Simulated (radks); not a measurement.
Values are calculated unless marked as measured or tabulated.
Cd3+, configuration [Kr] 4d8 7f1 (not the ground configuration).

Level of theory: Dirac Kohn-Sham, BLYP, spin-unpolarised, spherical densities, point nucleus; open shells are shared between the two j in proportion to 2j + 1 (a radial shooting solver on a logarithmic mesh with Libxc functionals).

Energy parts (hartree):
part                        energy
total                  -5592.47966
kinetic                 5865.07032
electron-nucleus      -13485.15254
Hartree                 2181.21151
exchange-correlation    -153.60895

Orbitals (lengths in bohr, moments of r in powers of bohr; r(max) is where P^2 peaks):
orbital      occ.  eigenvalue (hartree)   r(max)      <r>
1s1/2           2             -976.3008  0.01967  0.03039
2s1/2           2             -146.5531   0.1113   0.1313
2p1/2           2             -136.5780  0.08595   0.1112
2p3/2           4             -129.5014  0.09030   0.1164
3s1/2           2             -28.86390   0.3240   0.3581
3p1/2           2             -24.86743   0.3104   0.3494
3p3/2           4             -23.60320   0.3204   0.3604
3d3/2           4             -16.52898   0.2639   0.3325
3d5/2           6             -16.27193   0.2668   0.3361
4s1/2           2              -5.74796   0.7929   0.8707
4p1/2           2              -4.45170   0.8242   0.9239
4p3/2           4              -4.22936   0.8484   0.9523
4d3/2         3.2              -2.20780   0.9499    1.149
4d5/2         4.8              -2.17726   0.9591    1.161
7f5/2    0.428571              -0.17355    15.44    14.04
7f7/2    0.571429              -0.17348    15.45    14.03

The highest occupied level is 7f7/2 at -4.721 eV. The density falls to 0.001 e/bohr^3 at r = 2.87 bohr.
